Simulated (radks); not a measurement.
Problem. The mean radii <r> (bohr) of the occupied orbitals of an atom or ion are listed with their occupations. All-electron calculation, Dirac Kohn-Sham, BLYP, spin-unpolarised, spherical densities, finite nucleus; Fermi nuclear charge, rms radius of each element as measured or else 0.836 A^(1/3) + 0.57 fm. Program: a radial shooting solver on a logarithmic mesh with Libxc functionals.

orbital  occ.      <r>
1s1/2       2  0.04860
2s1/2       2   0.2176
2p1/2       2   0.1883
2p3/2       4   0.1918
3s1/2       2   0.6344
3p1/2       2   0.6445
3p3/2       4   0.6535
3d3/2       4   0.6767
3d5/2       3   0.6798

Name the element and its charge.

Solution. Z = 31, gallium, charge +6: Ga6+ in [Ar] 3d(3/2: 4, 5/2: 3). The 1s radius gives Z: for a bare nucleus <r> = (2 gamma + 1)/(2Z) with gamma = sqrt(1 - (Z/c)^2), 0.04755 bohr for Z = 31, and screening makes it slightly larger (0.04860 here). The occupations add up to 25, and the charge is Z minus that.
